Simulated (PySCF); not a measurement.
# A survey of ²⁹Si NMR shifts

PySCF calculation with GFN2-xTB geometry and shieldings: GIAO PBE0/pcSseg-1; isolated molecule, single conformer, relativity neglected, rapidly exchanging positions averaged.

Shieldings were converted by a linear fit to measured shifts: ²⁹Si (scatter 8.9 ppm rms, 25.8 ppm with the 6 outliers that the fit left out vs TMS, solution or neat liquid). Occasional misses reach two or three times the rms, and more in compound classes unlike the fitted ones.

(1) Give the ²⁹Si shifts of `CC(=O)/C(=C\C#N)C[SiH3]`, `C=C1C[C@]1(CC#N)O[SiH3]`, `O[SiH](O)[Si@](F)([SiH3])O[SiH3]`, `C#CC(=O)N[SiH2]C1CC1`, `[SiH3]CN[Si@@H]1C[SiH2][Si@@H]1P`, `CO[SiH2]c1cccnc1`.

(2) Order these by ²⁹Si shift, lowest first.
A. C=CC[C@]([SiH3])(C#N)C=O
B. CC[C@@H]1C[C@@]1([SiH3])OC(F)F
C. CO[SiH2]c1ccccn1
D. C=C(CC(C)=O)[SiH2]C#N

## Answers

(1) 
| compound | environment | δ (ppm) |
| --- | --- | --- |
| CC(=O)/C(=C\C#N)C[SiH3] | silicon bonded to C, 3 H | -59.6 |
| C=C1C[C@]1(CC#N)O[SiH3] | silicon bonded to O, 3 H | -36.5 |
| [OH:1][SiH:2]([OH:3])[Si@:4]([F:5])([SiH3:6])[O:7][SiH3:8] | Si4: silicon bonded to F, O, 2 Si | 5.3 |
| [OH:1][SiH:2]([OH:3])[Si@:4]([F:5])([SiH3:6])[O:7][SiH3:8] | Si2: silicon bonded to 2 O, Si, H | -25.2 |
| [OH:1][SiH:2]([OH:3])[Si@:4]([F:5])([SiH3:6])[O:7][SiH3:8] | Si8: silicon bonded to O, 3 H | -43.2 |
| [OH:1][SiH:2]([OH:3])[Si@:4]([F:5])([SiH3:6])[O:7][SiH3:8] | Si6: silicon bonded to Si, 3 H | -102.3 |
| C#CC(=O)N[SiH2]C1CC1 | silicon bonded to C, N, 2 H | -34.6 |
| [SiH3:1][CH2:2][NH:3][Si@@H:4]1[CH2:5][SiH2:6][Si@@H:7]1[PH2:8] | Si4: silicon bonded to C, N, Si, H, in a 4-membered ring | -14.9 |
| [SiH3:1][CH2:2][NH:3][Si@@H:4]1[CH2:5][SiH2:6][Si@@H:7]1[PH2:8] | Si6: silicon bonded to C, Si, 2 H, in a 4-membered ring | -49.2 |
| [SiH3:1][CH2:2][NH:3][Si@@H:4]1[CH2:5][SiH2:6][Si@@H:7]1[PH2:8] | Si7: silicon bonded to P, 2 Si, H, in a 4-membered ring | -57.9 |
| [SiH3:1][CH2:2][NH:3][Si@@H:4]1[CH2:5][SiH2:6][Si@@H:7]1[PH2:8] | Si1: silicon bonded to C, 3 H | -72.4 |
| CO[SiH2]c1cccnc1 | silicon bonded to C, O, 2 H | -31.0 |

(2) D (-71.8 ppm, silicon bonded to 2 C, 2 H), B (-60.7 ppm, silicon bonded to C, 3 H), A (-52.5 ppm, silicon bonded to C, 3 H), C (-37.4 ppm, silicon bonded to C, O, 2 H).
